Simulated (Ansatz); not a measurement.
Question: Predict a relaxed structure of [Li(H2O)4]+ (LiO4H8⁺), charge 1, singlet, at r2SCAN-D4/def2-SVP (Ansatz).

Answer: 
```xyz
13

Li    0.0003   -0.0022    0.0024
O     1.4844   -0.4519    1.1459
H     1.7797   -1.3455    1.3675
H     2.1368    0.1354    1.5508
O     0.5791    1.3526   -1.2394
H     0.1047    2.1697   -1.4444
H     1.4154    1.4208   -1.7192
O    -1.4708    0.6603    1.0555
H    -2.4055    0.7244    0.8174
H    -1.4310    0.9174    1.9868
O    -0.5934   -1.5608   -0.9620
H    -1.1404   -2.2966   -0.6557
H    -0.4592   -1.7236   -1.9055
```
 This is one stationary point.
